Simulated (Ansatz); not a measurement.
Input file for Ansatz (an electronic-structure program): R-revPBE/def2-TZVPPD on C3H9Al (SMILES [CH3][Al]([CH3])[CH3]). The basis file is the Basis Set Exchange's JSON of that set.

Ansatz 0.2 input:
```yaml
crystal:
  periodic: [false, false, false]
  atoms:
    - {symbol: Al, position_ang: [-0.02574088, -0.00178301, 0.00112705]}
    - {symbol: C, position_ang: [-0.23172886, 1.93915612, 0.20402010]}
    - {symbol: C, position_ang: [1.77269007, -0.77673989, 0.12989456]}
    - {symbol: C, position_ang: [-1.56955684, -1.16525816, -0.33337003]}
    - {symbol: H, position_ang: [0.31357950, 2.47283795, -0.58190444]}
    - {symbol: H, position_ang: [0.19419207, 2.28311237, 1.15244811]}
    - {symbol: H, position_ang: [-1.27132505, 2.27150736, 0.16719891]}
    - {symbol: H, position_ang: [2.49486653, -0.22548477, -0.48013752]}
    - {symbol: H, position_ang: [1.81180451, -1.82644036, -0.16960921]}
    - {symbol: H, position_ang: [2.14098844, -0.71998081, 1.16057903]}
    - {symbol: H, position_ang: [-1.56058430, -1.51658785, -1.37173623]}
    - {symbol: H, position_ang: [-1.54017995, -2.06403612, 0.29010305]}
    - {symbol: H, position_ang: [-2.52910525, -0.67040282, -0.16861335]}
basis:
  gaussian:
    orbitals: def2-TZVPPD.json
hamiltonian:
  xc: {name: revPBE}
scf: {lower_state_search: off}
```

Output:

```
WARN ansatz: RAYON_NUM_THREADS=4 ignored (pool sized by the plan → 4); use --threads N
Functional definition: revPBE
these checks for a lower state are left out or cut short: stability, starts, cluster_reference, orbital_swaps, neighbouring_geometries, increment
integrals: 0.25 GiB planned
1354 factors; their error is unknown
mean field: 1.93 GiB planned
mean field evaluation 1: about -9829.3532 eV, gradient 1.0e2 eV
mean field evaluation 2: about -9795.0363 eV, gradient 1.4e2 eV
mean field evaluation 4: about -9854.4187 eV, gradient 5.9e0 eV
mean field evaluation 8: about -9854.5224 eV, gradient 8.6e-2 eV
mean field evaluation 16: about -9854.4837 eV, gradient 2.4e-4 eV
mean field -9854.48366919 eV, -362.1455952337 hartree, gradient 1.4e-6 eV, S^2 0.000000; 0 other end points of the search recorded, 0 dependent functions left out
reference -9854.48374803 eV, -362.1455981312 hartree; 20, 20 occupied and 292, 292 virtual orbitals, 1354 factors
Total energy: -9854.48374803 eV, -362.1455981312 hartree
Checks for a lower state left out: stability, starts, cluster_reference, orbital_swaps, neighbouring_geometries, increment
```

Self-consistency was reached.

Cost: very roughly 5 core-seconds.
